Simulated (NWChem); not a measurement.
Species: BHOBrCl; SMILES OB(Br)Cl

```xyz
5

B      0.4666    -0.5358     0.0000
Cl    -0.6300    -1.9325     0.0000
Br    -0.2397     1.2504     0.0000
O      1.8080    -0.6894     0.0000
H      2.0736    -1.6289     0.0000
```
Atoms are numbered in this order, from 1.

Level: PBE-D3(BJ)/def2-SVP (NWChem), optimised geometry, unscaled harmonic frequencies. This build's default masses of Se (78.918 u) and Br (79.917 u) are each other's, which moves their modes by up to 0.6 %.

```csv
frequency (cm⁻¹),IR intensity (km/mol)
215,0.4
314,5.6
457,4.0
487,22.2
564,116.4
802,228.9
1071,307.1
1343,267.4
3715,88.1
```

The zero-point energy is 12.8 kcal/mol, the thermal correction to the enthalpy at 298.15 K (with zero-point energy) is 16.3 kcal/mol and the heat capacity Cv is 14.2 cal/(mol K). The entropy at 298.15 K and 1 atm (symmetry number 1) is 73.6 cal/(mol K) and the dipole moment is 1.99 D.

Rigid rotor and harmonic oscillator.
